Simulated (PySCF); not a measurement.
## C (carbon, neutral) across methods

[He] 2s2 2p2, high-spin 3P determinant. All numbers are calculated (PySCF 2.14, the non-relativistic Hamiltonian (point nucleus), in dyall-av2z (11s7p2d, 42 functions)).

```json
{"method": "B97-3", "E (hartree)": "-37.8465", "mean ε 2s α (eV)": "-16.658", "mean ε 2s β (eV)": "-13.349", "mean ε 2p α (eV)": "-7.635", "Σ⟨r²⟩ (bohr²)": "13.84", "⟨S²⟩": "2.005"}
{"method": "M06", "E (hartree)": "-37.8300", "mean ε 2s α (eV)": "-16.092", "mean ε 2s β (eV)": "-13.272", "mean ε 2p α (eV)": "-7.286", "Σ⟨r²⟩ (bohr²)": "13.99", "⟨S²⟩": "2.003"}
{"method": "PBEsol", "E (hartree)": "-37.6254", "mean ε 2s α (eV)": "-14.359", "mean ε 2s β (eV)": "-11.787", "mean ε 2p α (eV)": "-6.029", "Σ⟨r²⟩ (bohr²)": "14.25", "⟨S²⟩": "2.003"}
{"method": "PBE0", "E (hartree)": "-37.8061", "mean ε 2s α (eV)": "-16.606", "mean ε 2s β (eV)": "-13.239", "mean ε 2p α (eV)": "-7.652", "Σ⟨r²⟩ (bohr²)": "14.00", "⟨S²⟩": "2.004"}
{"method": "PBE", "E (hartree)": "-37.7973", "mean ε 2s α (eV)": "-14.441", "mean ε 2s β (eV)": "-11.897", "mean ε 2p α (eV)": "-6.098", "Σ⟨r²⟩ (bohr²)": "14.22", "⟨S²⟩": "2.003"}
{"method": "UHF", "E (hartree)": "-37.69229", "mean ε 2s α (eV)": "-22.565", "mean ε 2s β (eV)": "-15.882", "mean ε 2p α (eV)": "-11.943", "Σ⟨r²⟩ (bohr²)": "13.78", "⟨S²⟩": "2.010"}
{"method": "B3LYP", "E (hartree)": "-37.8604", "mean ε 2s α (eV)": "-16.061", "mean ε 2s β (eV)": "-13.091", "mean ε 2p α (eV)": "-7.332", "Σ⟨r²⟩ (bohr²)": "14.05", "⟨S²⟩": "2.004"}
{"method": "r2SCAN", "E (hartree)": "-37.8333", "mean ε 2s α (eV)": "-15.222", "mean ε 2s β (eV)": "-11.936", "mean ε 2p α (eV)": "-6.573", "Σ⟨r²⟩ (bohr²)": "13.94", "⟨S²⟩": "2.006"}
{"method": "LDA", "E (hartree)": "-37.4691", "mean ε 2s α (eV)": "-14.365", "mean ε 2s β (eV)": "-11.871", "mean ε 2p α (eV)": "-6.128", "Σ⟨r²⟩ (bohr²)": "14.29", "⟨S²⟩": "2.003"}
```
